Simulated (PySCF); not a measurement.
A structure optimised at B3LYP-D3(BJ)/def2-SVP, used in a PySCF frequency run:

```xyz
11

C      0.0000     0.0000    -1.9484
Ge     0.0000     0.0000    -0.0177
O     -0.8514    -1.4221     0.6393
O     -0.8059     1.4484     0.6393
O      1.6573    -0.0263     0.6393
H     -0.9900    -0.3039    -2.3170
H      0.2318     1.0093    -2.3170
H      0.7581    -0.7054    -2.3170
H     -0.3013    -1.8823     1.2881
H     -1.4794     1.2021     1.2881
H      1.7807     0.6802     1.2881
```
Charge 0, spin multiplicity 1.

Question: Write its SMILES, formula and point group.

Answer: [CH3][Ge]([OH])([OH])[OH], CH6GeO3, C3

Question: What are its rotational constants (standard atomic weights)?

Answer: 3.4594, 3.1691, 3.1691 GHz
